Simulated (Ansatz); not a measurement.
Two isomers of C2H6N2OSi: A = `NC1=C(O)[SiH2]N1`, B = `N#CC(N)O[SiH3]`.

Program: Ansatz. Geometries: PBE0-D4/def2-TZVP. ΔE: electronic, gas phase. CCSD(T)/CBS adds triple-zeta CCSD(T) − MP2 to the extrapolated MP2 energy (def2 sets, frozen cores). Functionals use def2-TZVPP. B3LYP here is the variant with VWN-RPA as its local correlation; programs differ in this. Each species was taken in one conformer, which may not be the lowest.

Q: Which isomer does CCSD(T)/CBS put lower? Give the gap. (Best estimate.)

A: The calculation gave: B, by 17.6 kcal/mol.

Q: Give E(B) − E(A) in kcal/mol with CCSD/def2-TZVPP, ωB97M-V, B3LYP, B3LYP-D4, CCSD(T)/def2-TZVPP, PBE0-D4, r2SCAN-D4. (Best estimate.)

A: Ansatz gave: CCSD/def2-TZVPP -21.8, ωB97M-V -15.5, B3LYP -18.0, B3LYP-D4 -17.2, CCSD(T)/def2-TZVPP -20.7, PBE0-D4 -8.0, r2SCAN-D4 -12.0. None reverses the order clearly.

Largest T1 diagnostic: 0.013.

In def2-TZVPP, CCSD(T) changes the Hartree–Fock value by +8.0 kcal/mol (the triples alone add +1.1 kcal/mol) and MP2 by +9.0 kcal/mol. The D4 term adds +0.8 kcal/mol with B3LYP and +0.3 kcal/mol with PBE0; it sums over pairs of atoms, weighted by their polarisabilities, and B3LYP, whose exchange is more repulsive, gets the larger term.
